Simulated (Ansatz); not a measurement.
One change: `N[SiH2]C(O)O` becomes `NCC(O)O`.

Ansatz, PBE0-D4/def2-TZVP geometries, multiplicity 1. Each molecule was computed in one conformer, which needn't be the lowest.

```
                                        property  `N[SiH2]C(O)O`
             LUMO energy (B3LYP/def2-TZVPP) / eV           -0.05
            HOMO–LUMO gap (PBE0/def2-TZVPP) / eV            7.72
             HOMO–LUMO gap (PBE/def2-TZVPP) / eV            5.43
              HOMO energy (PBE0/def2-TZVPP) / eV           -7.48
size of the dipole moment (B3LYP/def2-TZVPP) / D            1.45
           LUMO energy (ωB97M-V/def2-TZVPP) / eV            1.76
```

Question: Give the same properties after the change, and the shifts. (An estimate is asked.)

Answer: The calculation gave: 
| property | `NCC(O)O` | shift |
| --- | --- | --- |
| LUMO energy (B3LYP/def2-TZVPP) / eV | 0.54 | 0.59 |
| HOMO–LUMO gap (PBE0/def2-TZVPP) / eV | 8.34 | 0.62 |
| HOMO–LUMO gap (PBE/def2-TZVPP) / eV | 5.98 | 0.55 |
| HOMO energy (PBE0/def2-TZVPP) / eV | -7.42 | 0.06 |
| size of the dipole moment (B3LYP/def2-TZVPP) / D | 1.71 | 0.26 |
| LUMO energy (ωB97M-V/def2-TZVPP) / eV | 2.31 | 0.55 |

With PBE0 the HOMO rises by 0.06 eV and the LUMO rises by 0.68 eV, so the gap widens by about 0.62 eV. PBE moves the HOMO by 0.12 eV and ωB97M-V by -0.04 eV. Dipoles are sizes alone; their direction can turn.

Positive LUMOs are unbound, so they and the gaps depend on the basis.

B3LYP here is the variant with VWN-RPA as its local correlation; programs differ in this.
